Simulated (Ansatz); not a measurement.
Ansatz (a first-principles code) input:

Ansatz 0.2 input:
```yaml
crystal:
  periodic: [false, false, false]
  atoms:
    - {symbol: Br, position_ang: [-1.86359337, 0.54734457, -0.02204400]}
    - {symbol: Ge, position_ang: [-0.04419613, -0.88525767, 0.03182931]}
    - {symbol: Br, position_ang: [1.90886319, 0.35941915, -0.01055856]}
    - {symbol: H, position_ang: [-0.08669765, -1.65774895, 1.35214083]}
    - {symbol: H, position_ang: [-0.08346959, -1.75073583, -1.22958928]}
basis:
  gaussian:
    orbitals: def2-TZVPD
hamiltonian:
  xc: {name: SVWN5}
total_charge: 1
magnetization: {spin_polarized: true, initial_magnetization: 1}
```

Problem. Which total energy does the run end on?

Solution. -7215.97526 Eh (SVWN5/def2-TZVPD). The basis has 186 functions.

This state (charge 1, doublet) is run at the relaxed geometry of the species with charge 0 and multiplicity 1.
